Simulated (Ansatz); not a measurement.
Reaction (SMILES): O=C=[N] → C atom + N atom + O atom
B3LYP-D3(BJ)/def2-TZVP geometries, fixed; electronic energies without zero-point terms.
Largest species:
```
C
O 1 1.1754
N 1 1.2216 2 180.00
```
Charge 0, spin multiplicity 2.

Basis-set convergence of the atomisation energy at r2SCAN with Ansatz (a program for electronic structure). All functions are spherical. The program fits the integrals of some runs and decomposes those of others, by size. Open shells are unrestricted. No added dispersion term, no relativity. Functions are those of the species that has most. Reference: the value in aug-pcseg-3, 325.96 kcal/mol, itself unsure by roughly 0.45 kcal/mol (its mean distance from aug-cc-pVQZ, cc-pV5Z, def2-QZVPPD). Deviations are taken from unrounded values.

| basis | functions | atomisation energy (kcal/mol) | minus reference (kcal/mol) |
|---|---|---|---|
| pcseg-0 | 27 | 277.77 | -48.19 |
| pcseg-1 | 42 | 318.95 | -7.01 |
| aug-pcseg-1 | 69 | 323.08 | -2.89 |
| pcseg-2 | 90 | 325.47 | -0.49 |
| aug-pcseg-2 | 138 | 325.88 | -0.08 |
| pcseg-3 | 180 | 325.97 | 0.00 |
| aug-pcseg-3 | 255 | 325.96 | 0.00 |

The smallest set listed that lies within 2 kcal/mol of the reference with all its larger relatives (same family, alike in diffuse functions; a set with none counts only in the reference's own line) is pcseg-2 (90 functions, -0.49 kcal/mol off).
